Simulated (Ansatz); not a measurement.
Input for Ansatz (an electronic-structure program): R-wB97X-V/def2-TZVPP on H2O (SMILES O).

Ansatz 0.2 input:
```yaml
crystal:
  periodic: [false, false, false]
  atoms:
    - {symbol: O, position_ang: [-0.00000000, 0.00000000, 0.38961139]}
    - {symbol: H, position_ang: [0.00000000, 0.76498632, -0.19485569]}
    - {symbol: H, position_ang: [0.00000000, -0.76498632, -0.19485569]}
basis:
  gaussian:
    orbitals: def2-TZVPP
hamiltonian:
  xc: {name: wB97X-V}
scf: {lower_state_search: off}
```

Question: Predict the final total energy.

Answer: -76.4344 hartree.
